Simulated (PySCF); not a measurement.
An unknown gives this computed stick spectrum. Method: TDDFT CAM-B3LYP/def2-SVPD, vertical, gas phase, core orbitals frozen in the response (PySCF 2.14.0, density-fitted response routines). Geometries: GFN2-xTB, one conformer each.

| state | E (eV) | f |
| --- | --- | --- |
| S1 | 6.41 | 0.093 |
| S2 | 6.67 | 0.0096 |
| S3 | 7.16 | 0.659 |
| S4 | 7.43 | 0.053 |
| S5 | 7.57 | 0.031 |
| S6 | 7.61 | 0.039 |
| S7 | 7.78 | 0.031 |
| S8 | 7.90 | 0.063 |

**Question.** Which structure fits? All have the formula C5H10Si.
A. `C=C[SiH](C)C=C`
B. `C[SiH]1CC=CC1`
C. `C=CC1C[SiH2]C1`
D. `C=CC(=C)C[SiH3]`

**Answer.** A. Its S1 lies at 6.41 eV; the nearest of the others has S1 at 6.70 eV. S1 is HOMO→LUMO (47%), HOMO-2→LUMO (34%). Löwdin shares by element: HOMO carbon 81% or more (atoms not listed hold the other 19%); LUMO carbon 72% or more (atoms not listed hold the other 28%). At the same level the other candidates give, for their lowest levels:
- `C=CC(=C)C[SiH3]`: 5.68 eV (f 0.474); 6.45 eV (f 0.002); 6.92 eV (f 0.049); 7.07 eV (f 0.013); 7.22 eV (f 0.045); T1 3.21 eV; HOMO -7.91, LUMO 0.17 eV
- `C=CC1C[SiH2]C1`: 6.96 eV (f 0.009); 7.22 eV (f 0.541); 7.27 eV (f 0.033); 7.31 eV (f 0.057); 7.58 eV (f 0.019); T1 4.50 eV; HOMO -8.67, LUMO 0.97 eV
- `C[SiH]1CC=CC1`: 6.70 eV (f 0.006); 7.21 eV (f 0.186); 7.53 eV (f 0.015); 7.56 eV (f 0.011); 7.58 eV (f 0.001); T1 4.48 eV; HOMO -8.26, LUMO 1.35 eV

Conformer computed: `[CH2:1]=[CH:2][SiH:3]([CH3:4])[CH:5]=[CH2:6]`: C1–C2–Si3–C4 0°, C2–Si3–C5–C6 -99°.
Triplets come from the Tamm–Dancoff approximation.
